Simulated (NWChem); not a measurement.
System: I, doublet

Input file for NWChem:

```
start job
memory heap 200 mb stack 900 mb global 1100 mb
geometry units angstroms noautoz
  I      0.000000     0.000000     0.000000
end
basis spherical
  I library def2-svp
end
ecp
  I library def2-ecp
end
dft
  odft
  mult 2
  xc b3pw91
  iterations 150
  mulliken
end
task dft energy
```

Excerpt of the output:

```
             Northwest Computational Chemistry Package (NWChem) 7.3.0
             --------------------------------------------------------

                             Geometry "geometry" -> ""
                             -------------------------

 Output coordinates in angstroms (scale by  1.889725989 to convert to a.u.)

  No.       Tag          Charge          X              Y              Z
 ---- ---------------- ---------- -------------- -------------- --------------
    1 I                   53.0000     0.00000000     0.00000000     0.00000000

 Effective nuclear repulsion energy (a.u.)       0.0000000000

                                 NWChem DFT Module
                                 -----------------

 Summary of "ao basis" -> "ao basis" (spherical)
 ------------------------------------------------------------------------------
       Tag                 Description            Shells   Functions and Types
 ---------------- ------------------------------  ------  ---------------------
 I                          def2-svp                10       26   4s4p2d

            General Information
            -------------------
          SCF calculation type: DFT
          Wavefunction type:  spin polarized.
          No. of atoms     :     1
          No. of electrons :    25
           Alpha electrons :    13
            Beta electrons :    12
          Charge           :     0
          Spin multiplicity:     2
          Use of symmetry is: off; symmetry adaption is: off
          Maximum number of iterations: 150
          AO basis - number of functions:    26
                     number of shells:    10
          Convergence on energy requested:  1.00D-06
          Convergence on density requested:  1.00D-05
          Convergence on gradient requested:  5.00D-04

              XC Information
              --------------
                       B3PW91 Method XC Functional
                     Hartree-Fock (Exact) Exchange  0.200
                        Slater Exchange Functional  0.800 local
                    Becke 1988 Exchange Functional  0.720 non-local
                Perdew 1991 Correlation Functional  0.810 non-local
            Perdew 1991 LDA Correlation Functional  1.000 local

             Grid Information
             ----------------
          Grid used for XC integration:  medium
          Radial quadrature: Mura-Knowles
          Angular quadrature: Lebedev.
          Tag              B.-S. Rad. Rad. Pts. Rad. Cut. Ang. Pts.
          ---              ---------- --------- --------- ---------
          I                   1.40      123           5.0       590
          Grid pruning is: on
          Number of quadrature shells:   123
          Spatial weights used:  Erf1

      Superposition of Atomic Density Guess
      -------------------------------------

 Sum of atomic energies:        -347.12711987

      Non-variational initial energy
      ------------------------------

 Total energy =    -296.500214
 1-e energy   =    -517.409208
 2-e energy   =     220.908994
 HOMO         =      -0.341749
 LUMO         =       0.405552

     ---------------------------------------------
      Total Density - Mulliken Population Analysis
     ---------------------------------------------

    Atom       Charge   Shell Charges
 -----------   ------   -------------------------------------------------------
    1 I   25    25.00   1.83  0.22  1.26  0.69  2.94  3.11  2.38  2.57  9.83  0.17

     --------------------------------------------
      Spin Density - Mulliken Population Analysis
     --------------------------------------------

    Atom       Charge   Shell Charges
 -----------   ------   -------------------------------------------------------
    1 I   25     1.00   0.00  0.00  0.00  0.00 -0.03  0.04  0.48  0.51  0.00 -0.00

   convergence    iter        energy       DeltaE   RMS-Dens  Diis-err
 ---------------- ----- ----------------- --------- --------- ---------
 d= 0,ls=0.0,diis     1   -297.8033075356 -2.98D+02  9.46D-03  1.48D-02
                                                     8.80D-03  1.09D-02
 d= 0,ls=0.0,diis     2   -297.8093349268 -6.03D-03  2.29D-03  7.96D-04
                                                     2.36D-03  7.02D-04
 d= 0,ls=0.0,diis     3   -297.8097504971 -4.16D-04  6.72D-04  2.35D-04
                                                     6.02D-04  2.12D-04
 d= 0,ls=0.0,diis     4   -297.8098320388 -8.15D-05  5.60D-05  3.41D-07
                                                     2.62D-05  2.37D-07
 d= 0,ls=0.0,diis     5   -297.8098323134 -2.75D-07  3.29D-06  2.32D-09
                                                     5.52D-06  3.52D-09

         Total DFT energy =     -297.809832313390
      One electron energy =     -517.725313791075
           Coulomb energy =      242.264596702976
    Exchange-Corr. energy =      -22.349115225291
 Nuclear repulsion energy =        0.000000000000

 Numeric. integr. density =       25.000000640310

                    DFT Final Alpha Molecular Orbital Analysis
                    ------------------------------------------

 Vector   11  Occ=1.000000D+00  E=-3.345280D-01
              MO Center=  4.0D-14,  3.1D-14, -1.1D-14, r^2= 1.9D+00
   Bfn.  Coefficient  Atom+Function         Bfn.  Coefficient  Atom+Function
  ----- ------------  ---------------      ----- ------------  ---------------
    11      0.546308  1 I  px                14      0.429918  1 I  px
    12      0.360784  1 I  py                15      0.283920  1 I  py
     8     -0.214983  1 I  px                 5     -0.175065  1 I  px
     9     -0.141976  1 I  py                 6     -0.115614  1 I  py
    13     -0.053575  1 I  pz                16     -0.042161  1 I  pz

 Vector   12  Occ=1.000000D+00  E=-2.908018D-01
              MO Center= -2.4D-14, -2.7D-14, -1.9D-14, r^2= 1.9D+00
   Bfn.  Coefficient  Atom+Function         Bfn.  Coefficient  Atom+Function
  ----- ------------  ---------------      ----- ------------  ---------------
    12      0.470822  1 I  py                15      0.404749  1 I  py
    13      0.309967  1 I  pz                11     -0.280535  1 I  px
    16      0.266468  1 I  pz                14     -0.241167  1 I  px
     9     -0.188989  1 I  py                 6     -0.153134  1 I  py
    10     -0.124421  1 I  pz                 8      0.112608  1 I  px

 Vector   13  Occ=1.000000D+00  E=-2.908018D-01
              MO Center= -2.0D-14, -2.4D-14,  8.6D-15, r^2= 1.9D+00
   Bfn.  Coefficient  Atom+Function         Bfn.  Coefficient  Atom+Function
  ----- ------------  ---------------      ----- ------------  ---------------
    13      0.545652  1 I  pz                16      0.469078  1 I  pz
    12     -0.234911  1 I  py                10     -0.219026  1 I  pz
    11      0.208647  1 I  px                15     -0.201945  1 I  py
    14      0.179367  1 I  px                 7     -0.177472  1 I  pz
     9      0.094294  1 I  py                 8     -0.083751  1 I  px

 Vector   14  Occ=0.000000D+00  E= 2.337361D-01
              MO Center= -1.6D-13, -6.3D-14, -3.6D-14, r^2= 3.2D+00
   Bfn.  Coefficient  Atom+Function         Bfn.  Coefficient  Atom+Function
  ----- ------------  ---------------      ----- ------------  ---------------
     3      2.372302  1 I  s                  4     -2.088567  1 I  s
     2     -0.435748  1 I  s                  1     -0.350021  1 I  s
    22     -0.025757  1 I  d -2

 Vector   15  Occ=0.000000D+00  E= 3.612033D-01
              MO Center=  1.7D-13,  1.6D-13,  1.3D-14, r^2= 3.5D+00
   Bfn.  Coefficient  Atom+Function         Bfn.  Coefficient  Atom+Function
  ----- ------------  ---------------      ----- ------------  ---------------
    11      1.208938  1 I  px                14     -1.097201  1 I  px
    12      0.798388  1 I  py                15     -0.724597  1 I  py
     8     -0.252861  1 I  px                 5     -0.207148  1 I  px
     9     -0.166991  1 I  py                 6     -0.136802  1 I  py
    13     -0.118557  1 I  pz                16      0.107600  1 I  pz

 Vector   16  Occ=0.000000D+00  E= 3.699232D-01
              MO Center= -3.6D-14,  1.4D-14,  3.6D-14, r^2= 1.7D+00
   Bfn.  Coefficient  Atom+Function         Bfn.  Coefficient  Atom+Function
  ----- ------------  ---------------      ----- ------------  ---------------
    22      0.845013  1 I  d -2              24     -0.523362  1 I  d  0
    26      0.360744  1 I  d  2              17     -0.340374  1 I  d -2
    19      0.210812  1 I  d  0              21     -0.145309  1 I  d  2
    25      0.125481  1 I  d  1              23     -0.082868  1 I  d -1
     4     -0.073931  1 I  s                 20     -0.050544  1 I  d  1

                     DFT Final Beta Molecular Orbital Analysis
                     -----------------------------------------

 Vector   10  Occ=1.000000D+00  E=-6.769259D-01
              MO Center=  1.4D-14,  3.3D-14, -2.6D-14, r^2= 1.2D+00
   Bfn.  Coefficient  Atom+Function         Bfn.  Coefficient  Atom+Function
  ----- ------------  ---------------      ----- ------------  ---------------
     3      0.932331  1 I  s                  1     -0.404496  1 I  s
     2     -0.373338  1 I  s                  4      0.335035  1 I  s

 Vector   11  Occ=1.000000D+00  E=-2.779294D-01
              MO Center= -8.3D-15,  2.1D-14, -2.3D-14, r^2= 1.9D+00
   Bfn.  Coefficient  Atom+Function         Bfn.  Coefficient  Atom+Function
  ----- ------------  ---------------      ----- ------------  ---------------
    12      0.475591  1 I  py                15      0.417178  1 I  py
    11     -0.286265  1 I  px                13      0.283656  1 I  pz
    14     -0.251106  1 I  px                16      0.248817  1 I  pz
     9     -0.191844  1 I  py                 6     -0.155143  1 I  py
     8      0.115474  1 I  px                10     -0.114421  1 I  pz

[...]
```

Level: B3PW91/def2-SVP with def2 effective core potentials on I, spin-unrestricted. The open p shell is one determinant without spherical averaging. No stability test was run on the SCF state. def2 effective core potentials on I; no spin-orbit coupling.
